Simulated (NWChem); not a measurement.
BP2H5O; SMILES OB(P)P

```xyz
9

B      0.4349    -0.0093     0.0026
O      1.7975    -0.0961     0.0042
H      2.2474     0.7670    -0.0551
P     -0.5447    -1.6779    -0.0635
H     -1.6156    -1.2741     0.8053
H      0.2020    -2.3707     0.9506
P     -0.5261     1.6792     0.0651
H     -1.5749     1.2978    -0.8382
H      0.2475     2.3751    -0.9328
```
Atoms are numbered in this order, from 1.

Computed with NWChem. The geometry was optimised at PBE-D3(BJ)/def2-SVP. Level B3LYP/def2-SVP: energy and gradient on several grids; changes count from the extra-fine grid, which is no exact limit either.

```tsv
grid	size of the energy change (μHa)	largest change of a gradient component (μHa/bohr)	time, medium = 1 (rough)
xcoarse	< 10	2000	about 1
coarse	80	100	about 1
medium	< 10	70	about 1
fine	< 10	< 30	about 1
xfine	< 10	< 30	2
```
